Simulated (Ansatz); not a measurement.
Consider the substitution at a C–O bond: `OCO` + `N[SiH2]F` → `OCN[SiH2]F` + H₂O.

Isolated molecules relaxed with PBE0-D4/def2-TZVP in Ansatz; ΔE leaves out vibrations. CCSD(T)/CBS is the MP2 limit (def2-TZVPP, def2-QZVPP) plus CCSD(T) − MP2 in def2-TZVPP, frozen cores. This one scheme is used for every species. Functionals use def2-TZVPP. B3LYP here is the variant with VWN-RPA as its local correlation; programs differ in this. Each species was taken in one conformer, which may not be the lowest.

`OCO`:

```xyz
7

O    -0.676   -0.187    0.997
C     0.262   -0.314   -0.030
O     0.214    0.739   -0.945
H    -0.476    0.620    1.482
H     0.044   -1.278   -0.502
H     1.289   -0.318    0.351
H    -0.657    0.737   -1.354
```

`N[SiH2]F`:

```xyz
7

N    -0.505   -0.187    0.898
Si    0.212    0.087   -0.613
F     1.747    0.553   -0.551
H    -0.329   -1.024    1.428
H    -0.815    0.569    1.486
H    -0.517    1.187   -1.281
H     0.207   -1.185   -1.368
```

`OCN[SiH2]F`:

```xyz
11

O    -0.887    1.076    1.598
C     0.316    0.530    1.118
N     0.412    0.490   -0.315
Si    0.069   -0.870   -1.275
F    -1.501   -1.193   -1.382
H    -1.616    0.552    1.250
H     1.100    1.165    1.538
H     0.468   -0.491    1.491
H     0.424    1.406   -0.740
H     0.667   -2.063   -0.636
H     0.547   -0.603   -2.648
```

H₂O:

```xyz
3

O    -0.263   -0.269    0.098
H    -0.240    0.260   -0.702
H     0.504    0.009    0.603
```

(1) Is it downhill or uphill in electronic energy at CCSD(T)/CBS, and by how much? (Estimate.)

(2) What do these levels give: PBE0-D4, B3LYP-D4, ωB97M-V, PBE, MP2/def2-TZVPP, CCSD/def2-TZVPP? (Best estimate.)

Largest T1 diagnostic among the species: 0.011.

## Answers

(1) The calculation gave: Downhill: ΔE = -1.4 kcal/mol.

(2) Computed: PBE0-D4 -0.7, B3LYP-D4 -0.4, ωB97M-V -0.2, PBE 0.5, MP2/def2-TZVPP -1.5, CCSD/def2-TZVPP -0.4 kcal/mol.

In def2-TZVPP, CCSD(T) changes the Hartree–Fock value by −3.2 kcal/mol (the triples alone add −0.4 kcal/mol) and MP2 by −3.9 kcal/mol. The D4 term adds −1.7 kcal/mol with B3LYP and −1.0 kcal/mol with PBE0; it sums over pairs of atoms, weighted by their polarisabilities, and B3LYP, whose exchange is more repulsive, gets the larger term.
